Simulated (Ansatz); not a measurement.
```yaml
crystal:
  periodic: [false, false, false]
  atoms:
    - {symbol: C, position_ang: [0.136909, -2.141803, -0.795465]}
    - {symbol: C, position_ang: [0.049825, -0.747931, -0.262870]}
    - {symbol: N, position_ang: [-0.036954, 0.309338, -1.054542]}
    - {symbol: C, position_ang: [-0.052101, 0.198258, -2.483323]}
    - {symbol: Zn, position_ang: [-0.095839, 1.548607, 0.557571]}
    - {symbol: C, position_ang: [-0.216024, 3.377270, 1.227059]}
    - {symbol: N, position_ang: [0.050203, -0.433938, 1.020995]}
    - {symbol: C, position_ang: [0.132575, -1.406819, 2.071835]}
    - {symbol: H, position_ang: [1.006793, -2.237834, -1.450146]}
    - {symbol: H, position_ang: [-0.744176, -2.365128, -1.402539]}
    - {symbol: H, position_ang: [0.211955, -2.881745, -0.001389]}
    - {symbol: H, position_ang: [-0.135461, 1.194565, -2.918940]}
    - {symbol: H, position_ang: [0.863702, -0.255299, -2.888466]}
    - {symbol: H, position_ang: [-0.901093, -0.390245, -2.859166]}
    - {symbol: H, position_ang: [0.422070, 3.519126, 2.102641]}
    - {symbol: H, position_ang: [0.084650, 4.101351, 0.466450]}
    - {symbol: H, position_ang: [-1.242035, 3.611027, 1.523679]}
    - {symbol: H, position_ang: [0.111835, -0.891145, 3.032725]}
    - {symbol: H, position_ang: [-0.707755, -2.114264, 2.070261]}
    - {symbol: H, position_ang: [1.060933, -1.993373, 2.043658]}
basis:
  gaussian: {orbitals: cc-pVTZ, fitting: {mean_field: cc-pVTZ-jkfit}}
hamiltonian: {xc: {name: BLYP}}
output: {forces: true}
```

```sh
$ ansatz run in.yaml --threads 4 --pin off --events-out ev --progress --plain --max-ram 66560MiB --backend cuda --devices 0, --max-vram 37GiB
```

How does Ansatz answer? (An estimate is asked.)

Computed: The program refused the input.
```
Functional definition: BLYP
Error: <dir> the basis set cc-pVTZ-JKFIT has no functions for Zn
```
